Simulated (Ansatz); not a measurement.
`CN([SiH3])CN`, one more setting.

```yaml
crystal:
  periodic: [false, false, false]
  atoms:
    - {symbol: C, position_ang: [-1.149999, 0.795069, 0.531377]}
    - {symbol: N, position_ang: [0.096260, 0.160529, 0.171165]}
    - {symbol: Si, position_ang: [1.539434, 0.527138, 1.030674]}
    - {symbol: C, position_ang: [-0.045537, -1.086422, -0.560153]}
    - {symbol: N, position_ang: [-0.574911, -0.984052, -1.896656]}
    - {symbol: H, position_ang: [-0.963121, 1.733449, 1.057863]}
    - {symbol: H, position_ang: [-1.769849, 0.161395, 1.183476]}
    - {symbol: H, position_ang: [-1.742100, 1.040944, -0.357460]}
    - {symbol: H, position_ang: [1.623900, 2.002662, 1.198703]}
    - {symbol: H, position_ang: [2.683598, 0.015019, 0.231896]}
    - {symbol: H, position_ang: [1.638929, -0.072997, 2.397774]}
    - {symbol: H, position_ang: [-0.694140, -1.781890, -0.008009]}
    - {symbol: H, position_ang: [0.942588, -1.551712, -0.621191]}
    - {symbol: H, position_ang: [-0.058476, -0.298379, -2.433750]}
    - {symbol: H, position_ang: [-1.548475, -0.711553, -1.896310]}
basis:
  gaussian: {orbitals: aug-pcseg-2}
hamiltonian: {xc: {name: LC-wPBE}}
```

```sh
$ ansatz run in.yaml --threads 4 --pin off --events-out ev --progress --plain --max-ram 10444MiB
```

It prints (some lines left out):

```
Functional definition: LC-wPBE
1724 factors; their error is unknown
1055 factors; integrals over basis functions are off by at most 3.4e-5 eV
mean field evaluation 1: about -13084.6610 eV, gradient 6.0e1 eV
mean field evaluation 2: about -13086.2294 eV, gradient 5.4e1 eV
mean field evaluation 4: about -13091.9882 eV, gradient 2.7e0 eV
mean field evaluation 8: about -13092.0074 eV, gradient 4.8e-2 eV
mean field evaluation 16: about -13091.9428 eV, gradient 8.5e-5 eV
mean field -13091.94275898 eV, -481.1200223549 hartree, gradient 2.2e-5 eV, S^2 0.000000; 0 other end points of the search recorded, 0 dependent functions left out
reference -13091.94275899 eV, -481.1200223553 hartree; 25, 25 occupied and 439, 439 virtual orbitals, 1724 factors
Total energy: -13091.94275899 eV, -481.1200223553 hartree
```

Hardware: 4 threads of an Intel Xeon 6975P-C on a shared host. Wall time 6 s, peak host memory 2.1 GiB.
